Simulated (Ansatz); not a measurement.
Isomers of C2H6N2. All species are isolated molecules in the gas phase. One relaxed conformer stands for each flexible species; it need not be the lowest. Strings in code marks are SMILES.

Quantity: electronic energy of isomers of C2H6N2 relative to `[H]/N=C(/C)N`, in kcal/mol.

Case: `C=C(N)N`. Geometry of `C=C(N)N` (neutral, multiplicity 1, Å):

```xyz
10

C     -0.4726     1.1673     0.5322
C     -0.0554     0.0442    -0.0738
N     -0.7977    -1.1387    -0.0955
N      1.1018    -0.0243    -0.8530
H     -1.4164     1.1982     1.0554
H      0.0929     2.0836     0.4535
H     -1.5209    -1.1710     0.6058
H     -0.2527    -1.9885    -0.0993
H      1.7381     0.7408    -0.6939
H      1.5830    -0.9116    -0.8313
```

Predict the electronic energy of isomers of C2H6N2 relative to `[H]/N=C(/C)N` from B3LYP/cc-pVTZ // B3LYP-D3(BJ)/def2-TZVP (Ansatz, a first-principles code).

11.0 kcal/mol.
